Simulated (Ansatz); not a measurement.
Z-matrix (Å, degrees):
```
B
Cl 1 1.865
O 1 1.298 2 117.9
H 1 1.195 2 113.2 3 180.0
In 2 3.096 1 67.6 3 -0.0
```

The species carries charge 0 and has multiplicity 1. In takes the def2 core potential. The bonds changed during the relaxation, so this is another structure than the one it started from.

(1) List the PBE/def2-TZVPP orbital energies in eV (the Gaussian-basis code of Ansatz). (An estimate is asked.)

Results:

(1) Computed: Occupied: -2738.62, -509.70, -249.20, -189.86, -189.75, -189.74, -177.86, -122.08, -79.72, -79.69, -79.49, -24.10, -20.11, -18.91, -18.91, -18.75, -18.73, -18.65, -11.75, -10.55, -9.75, -8.79, -8.16, -7.40, -7.15, -6.18. Lowest empty: -2.52, -2.13, -0.66, -0.61, 1.24, 1.58, 1.78, 1.90.
